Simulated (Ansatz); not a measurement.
Consider the redistribution: `[SiH3][GeH2][SiH2][SiH2][GeH3]` + disilane → `[SiH3][SiH2][SiH2][GeH3]` + `[SiH3][GeH2][SiH3]`.

Program: Ansatz. Geometries: PBE0-D4/def2-TZVP. ΔE: electronic, gas phase. CCSD(T)/CBS adds triple-zeta CCSD(T) − MP2 to the extrapolated MP2 energy (def2 sets, frozen cores). DFT in def2-TZVPP. B3LYP here is the variant with VWN-RPA as its local correlation; programs differ in this. HSE06 is defined as in plane-wave codes. For Ge outer-core shells are correlated without core-valence functions, which leaves a few kJ/mol of doubt a bond. Scalar relativity is left out up to krypton. Each species was taken in one conformer, which may not be the lowest.

```
             level  ΔE (kcal/mol)  difference from CCSD(T)/CBS
       LDA (SPW92)            0.6                         -0.2
            PBE-D4            0.7                         -0.1
         revPBE-D4            0.7                         -0.1
           BLYP-D4            0.8                          0.0
            B97M-V            0.5                         -0.3
           PBE0-D4            0.7                         -0.1
          B3LYP-D4            0.8                          0.0
        r2SCANh-D4            0.5                         -0.3
        r2SCAN0-D4            0.5                         -0.3
          HSE06-D4            0.7                         -0.1
          BHLYP-D4            1.0                          0.2
      CAM-B3LYP-D4            0.6                         -0.2
           ωB97X-V            0.7                         -0.1
           ωB97M-V            0.7                         -0.1
            B2PLYP            0.0                         -0.8
          PBE-QIDH            0.4                         -0.4
               PBE           -0.3                         -1.1
            revPBE           -0.8                         -1.6
              BLYP           -0.9                         -1.7
            r2SCAN            0.1                         -0.7
              PBE0           -0.2                         -1.0
             B3LYP           -0.7                         -1.5
           r2SCANh            0.1                         -0.7
             HSE06           -0.2                         -1.0
             BHLYP           -0.5                         -1.3
           LC-ωPBE           -0.1                         -0.9
RPA@PBE/def2-TZVPP            0.9                          0.1
       HF/def2-SVP           -0.6                         -1.4
      MP2/def2-SVP            0.9                          0.1
     CCSD/def2-SVP            0.6                         -0.2
  CCSD(T)/def2-SVP            0.8                          0.0
    MP2/def2-TZVPP            1.1                          0.3
SCS-MP2/def2-TZVPP            0.8                          0.0
   CCSD/def2-TZVPP            0.7                         -0.1
CCSD(T)/def2-TZVPP            0.9                          0.1
     HF/def2-QZVPP           -0.8                         -1.6
    MP2/def2-QZVPP            1.0                          0.2
      HF/CBS(def2)           -0.8                         -1.6
     MP2/CBS(def2)            1.0                          0.2
    CCSD/CBS(def2)            0.6                         -0.2
       CCSD(T)/CBS            0.8                            0
```

Largest T1 diagnostic among the species: 0.013.

The D4 term adds +1.5 kcal/mol with B3LYP and +0.9 kcal/mol with PBE0; it sums over pairs of atoms, weighted by their polarisabilities, and B3LYP, whose exchange is more repulsive, gets the larger term. In def2-TZVPP, CCSD(T) changes the Hartree–Fock value by +1.6 kcal/mol (the triples alone add +0.2 kcal/mol) and MP2 by +1.8 kcal/mol.
